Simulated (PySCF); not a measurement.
Computed shifts of a molecule C5H4F2O, PBE/pcSseg-1 (PySCF), GIAO, gas phase, equivalent atoms averaged, in ppm (number of nuclei): ¹³C: 209.4 (1), 133.8 (1), 131.1 (1), 103.9 (1), 48.1 (1). ¹⁹F: -100.4 (2). ¹H: 6.37 (2), 3.94 (2). References: ¹³C against TMS (σ = 182.0 ppm); ¹⁹F against CFCl3 (σ = 133.6 ppm); ¹⁷O against H2O (σ = 334.3 ppm); ¹H against TMS (σ = 31.49 ppm), references at their B3LYP-D3(BJ)/def2-TZVP geometries, non-relativistic. The structure is a stationary point at B3LYP-D3(BJ)/def2-SVP. Other conformers were not sampled.

Problem. Which structure fits?
(A) C=C(F)[C@@H]1OC=C1F
(B) FC(F)=C1C=COC1
(C) C=C=C1CC(F)(F)O1
(D) C=C=C(F)OC(=C)F

Solution. C, C=C=C1CC(F)(F)O1
